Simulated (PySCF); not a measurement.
Job file and geometry (Å, from PBE0-D3(BJ)/def2-SVP) of an NMR shielding run on `COc1cccc(F)c1`, C7H7FO, GIAO PBE0/pcSseg-1 NMR shielding, non-relativistic, gas phase in PySCF 2.14.0, density-fitted response routines; density fitting, a coarse starting grid and PySCF grid level 2 are the driver's defaults:

```
{"job": {"kind": "nmr", "xc": "PBE0", "basis": "pcSseg-1"}, "charge": 0, "multiplicity": 1}
C      2.559252     0.546833     0.743684
O      1.669351    -0.524911     0.603252
C      0.357951    -0.263615     0.450553
C     -0.490158    -1.373427     0.315294
C     -1.855517    -1.184485     0.155119
C     -2.410599     0.097445     0.125038
C     -1.551576     1.176615     0.260005
F     -2.045964     2.414286     0.235732
C     -0.177198     1.028165     0.422235
H      2.553799     1.203917    -0.143891
H      2.331121     1.155135     1.636691
H      3.560326     0.112322     0.856916
H     -0.047267    -2.369934     0.340568
H     -2.508712    -2.053913     0.050808
H     -3.480467     0.267255     0.000094
H      0.433425     1.924454     0.521380
```

**Question.** Write the output of this run.

**Answer.** 
```
coarse grid: 14120 points
cycle   1  E = -445.3177128655  dE =  1.579e+00  |g| = 6.379e-01  |ddm| = 3.856e+00
cycle   2  E = -445.2636562489  dE =  5.406e-02  |g| = 8.540e-01  |ddm| = 1.248e+00
cycle   3  E = -445.3907341831  dE = -1.271e-01  |g| = 1.260e-01  |ddm| = 7.747e-01
cycle   4  E = -445.3940473646  dE = -3.313e-03  |g| = 4.377e-02  |ddm| = 1.458e-01
cycle   5  E = -445.3944750157  dE = -4.277e-04  |g| = 1.318e-02  |ddm| = 4.845e-02
cycle   6  E = -445.3945148319  dE = -3.982e-05  |g| = 4.409e-03  |ddm| = 1.672e-02
cycle   7  E = -445.3945195336  dE = -4.702e-06  |g| = 1.403e-03  |ddm| = 5.066e-03
final grid: 138872 points
cycle   8  E = -445.4637567207  dE = -4.006e-05  |g| = 1.168e-02  |ddm| = 5.334e-02
cycle   9  E = -445.4637256286  dE =  3.109e-05  |g| = 1.775e-02  |ddm| = 2.092e-02
cycle  10  E = -445.4637832848  dE = -5.766e-05  |g| = 1.604e-03  |ddm| = 1.354e-02
cycle  11  E = -445.4637838469  dE = -5.621e-07  |g| = 2.732e-04  |ddm| = 1.726e-03
cycle  12  E = -445.4637838578  dE = -1.090e-08  |g| = 1.789e-04  |ddm| = 4.697e-04
cycle  13  E = -445.4637838661  dE = -8.305e-09  |g| = 3.550e-05  |ddm| = 2.049e-04
cycle  14  E = -445.4637838664  dE = -2.962e-10  |g| = 1.134e-05  |ddm| = 4.101e-05
converged SCF energy = -445.4637838664

GIAO shielding tensors (ppm)
atom      isotropic    diamagn.    paramagn.     s11        s22        s33       span
  0 C      130.366     245.104    -114.738    103.292    110.974    176.832     73.540
  1 O      227.894     397.190    -169.296    119.145    268.627    295.911    176.766
  2 C       18.280     255.655    -237.374    -61.226      4.491    111.576    172.802
  3 C       67.096     253.079    -185.983    -18.886     56.681    163.493    182.379
  4 C       48.635     255.094    -206.459    -59.603     30.971    174.536    234.139
  5 C       73.499     257.334    -183.835     -8.143     62.095    166.544    174.687
  6 C       12.734     251.828    -239.094    -77.342     30.887     84.658    162.000
  7 F      286.628     477.675    -191.046    210.359    288.610    360.916    150.557
  8 C       84.085     260.408    -176.323     14.670     67.936    169.649    154.978
  9 H       27.808      29.652      -1.844     24.306     25.630     33.489      9.184
 10 H       27.809      28.578      -0.769     24.300     25.649     33.477      9.178
 11 H       27.230      27.317      -0.087     22.768     25.859     33.063     10.296
 12 H       24.451      31.508      -7.057     20.603     24.905     27.845      7.242
 13 H       23.962      29.594      -5.633     20.619     24.942     26.323      5.704
 14 H       24.575      28.965      -4.390     21.101     25.512     27.113      6.012
 15 H       24.947      32.632      -7.685     20.505     24.525     29.811      9.305
```

**Question.** Turn these shieldings into chemical shifts. References, each an isolated molecule treated in the same way: ¹³C (σ = 184.41 ppm) and ¹H (σ = 31.27 ppm) against TMS; ¹⁷O (σ = 334.56 ppm) vs H2O; CFCl3 for ¹⁹F (σ = 177.25 ppm).

**Answer.** Averaging equivalent atoms: C 6: 171.7; C 2: 166.1; C 4: 135.8; C 3: 117.3; C 5: 110.9; C 8: 100.3; C 0: 54.0; O 1: 106.7; F 7: -109.4; H 13: 7.31; H 12: 6.82; H 14: 6.69; H 15: 6.32; H 9/10/11: 3.65 ppm. Unscaled 19F shifts against computed CFCl3 carry errors that often reach 10 to 50 ppm. Experimental scales use liquid or dissolved standards, which lie at an offset from isolated H2O (liquid H2O: subtract about 36 ppm).

Size and cost of the density-fitted run: 188 basis functions, 24 s wall time on 1 thread of an Arm Neoverse V1, shared host.
